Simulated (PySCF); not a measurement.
A calculated (revPBE, PySCF 2.14, dyall-av2z, no relativity, point nucleus) atom or ion has these occupied shells.

```tsv
shell	electrons	orbital energy (eV)	rms radius, mean of both spins (bohr)
1s α	1	-400.97	0.267
1s β	1	-398.43	0.267
2s α	1	-34.699	1.34
2p α	3	-22.757	1.39
```

(1) Name the element and its charge.

## Answers

(1) N⁺ (nitrogen, charge +1), in [He] 2s1 2p3, high-spin 5S determinant (an excited configuration).
